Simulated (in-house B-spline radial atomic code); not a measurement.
Eu⁺. Computed with a B-spline radial atomic code. Model: non-relativistic spherical atom: semilocal Troullier-Martins pseudo-atom, one channel per l, against all electrons, high spin, G0W0 and RPA with empty states to l = 8, local potential for every l without a channel, a model core (radius 0 = none) keeps its share of the functional.

Without relativity these are model numbers for so heavy an element.

What the tables leave out is listed at the end.

The pseudopotential gives back the lowest level of each angular momentum of its own functional in the configuration it was made in; a second state of the same l is only approximately right. Exact exchange, RPA and GW see the smooth pseudo-orbitals and miss the exchange with the core, for which the functional's share stands in. The column with an uncorrelated core keeps all orbitals and exact exchange, and so separates missing core correlation from pseudisation. Only the three outermost levels and the lowest empty one were computed. RPA here is direct RPA, with no exchange kernel, and its energies carry an (l + 1/2)⁻⁴ tail. A hybrid on a potential with a model core restores only its own semilocal share of the core's exchange.

Command:
```bash
python run_psgw.py task.json out
```
Settings (lengths in bohr, energies in hartree):
```
Z                      63
electrons              62
configuration          [Xe] 4f7 6s1
generated_in           [Xe] 4f7 6s2
functional             lda,vwn
core_shells            9
radius_factor          0.9
core_correction        False
ion_configuration      [Xe] 4f7
```

Time taken, with all properties: 2.1 min on 1 thread of Arm Neoverse N1, with other jobs on the host.

Given: made with LDA VWN5; model core radius 0 bohr; local radius 1.295 bohr; mean-field start LDA VWN5.

Valence shells of the generating configuration: 5s, 5p, 4f, 6s.

Channel: s 1.192, p 1.292, d 1.88, f 1.784 (radii in bohr).

Computed: largest level miss in the spin-unpolarised generating configuration 0.056 eV; valence RPA correlation energy all-electron orbitals -0.96125 hartree; all-electron RPA polarisability, core included 62.046 bohr³; pseudo-atom RPA polarisability 58.98 bohr³; ionisation by mean-field all-electron 11 eV; ionisation by mean-field pseudo minus all 0.195 eV; ionisation by RPA all-electron 11.313 eV.

```csv
level,occupied,mean-field all-electron (eV),mean-field pseudo minus all (eV),G0W0 all-electron (eV),G0W0 uncorrelated core minus all (eV),G0W0 pseudo minus all (eV),exchange self-energy all-electron (eV),exchange self-energy pseudo (eV)
6s up,1,-8.593,-0.146,-11.144,0.03,-0.186,-8.049,-7.7579
```

(1) What is the valence RPA correlation energy pseudo?

(2) What is the ionisation by RPA pseudo minus all?

Given: mean-field start PBE0.

Computed: valence RPA correlation energy all-electron orbitals -0.88721 hartree; valence RPA correlation energy pseudo -1.1648 hartree; all-electron RPA polarisability, core included 56.603 bohr³; pseudo-atom RPA polarisability 53.871 bohr³; ionisation by mean-field all-electron 10.65 eV; ionisation by RPA pseudo minus all 0.283 eV.

| level | occupied | mean-field all-electron (eV) | mean-field pseudo minus all (eV) | G0W0 all-electron (eV) | G0W0 uncorrelated core minus all (eV) | G0W0 pseudo minus all (eV) | exchange self-energy all-electron (eV) | exchange self-energy pseudo (eV) |
| --- | --- | --- | --- | --- | --- | --- | --- | --- |
| 6s up | 1 | -8.8799 | -0.159 | -11.053 | 0.028 | -0.195 | -7.7185 | -7.4782 |
| 5p down | 1 | -29.326 | 0.364 | -33.131 | 0.133 | 0.492 | -25.664 | -21.023 |

(3) What is the ionisation by RPA all-electron?

(4) What is the ionisation by mean-field pseudo minus all?

Given: mean-field start Hartree-Fock.

Computed: valence RPA correlation energy all-electron orbitals -0.74092 hartree; valence RPA correlation energy pseudo -1.0397 hartree; pseudo-atom RPA polarisability 42.283 bohr³; ionisation by mean-field pseudo minus all 0.222 eV; ionisation by RPA all-electron 10.701 eV; ionisation by RPA pseudo minus all 0.282 eV.

```tsv
level	occupied	mean-field all-electron (eV)	mean-field pseudo minus all (eV)	G0W0 all-electron (eV)	G0W0 uncorrelated core minus all (eV)	G0W0 pseudo minus all (eV)	exchange self-energy all-electron (eV)	exchange self-energy pseudo (eV)
6s up	1	-9.9564	-0.223	-10.816	0.024	-0.277	-7.1078	-6.9454
4f up	1	-25.099	4.761	-22.568	0.18	2.775	-64.199	-35.248
5p down	?	?	?	?	?	?	?	?
6s down (empty)	0	-4.2875	0.011	-5.2211	0.018	-0.007	-0.79748	-0.47527
```

(5) What belongs in the row 5p down?

(6) What is the all-electron RPA polarisability, core included?

(7) What is the ionisation by mean-field all-electron?

Answers

(1) -1.2258 hartree.

(2) 0.253 eV.

(3) 11.004 eV.

(4) 0.195 eV.

(5) occupied: 1; mean-field all-electron (eV): -33.065; mean-field pseudo minus all (eV): 0.218; G0W0 all-electron (eV): -33.735; G0W0 uncorrelated core minus all (eV): 0.147; G0W0 pseudo minus all (eV): 0.093; exchange self-energy all-electron (eV): -25.118; exchange self-energy pseudo (eV): -20.88.

(6) 44.53 bohr³.

(7) 9.9324 eV.

Among the listed levels the largest G0W0 shift of the pseudo-atom is +2.77 eV, for 4f up on the Hartree-Fock start, while leaving the core uncorrelated moves that level by +0.18 eV. So pseudisation and the lost core exchange, not the missing core correlation, make the error. Not in the tables (levels of low weight, unsolved or above zero; the highest and the empty levels are kept at any weight): on LDA the G0W0 levels 4f up (pseudo minus all +3.68 eV, weights 0.52 and 0.24), 5p down (pseudo minus all +0.69 eV, weights 0.55 and 0.59); on PBE0 the G0W0 levels 4f up (pseudo minus all +3.10 eV, weights 0.85 and 0.71), 5d up (pseudo minus all -0.30 eV, weights 0.39 and 0.44).
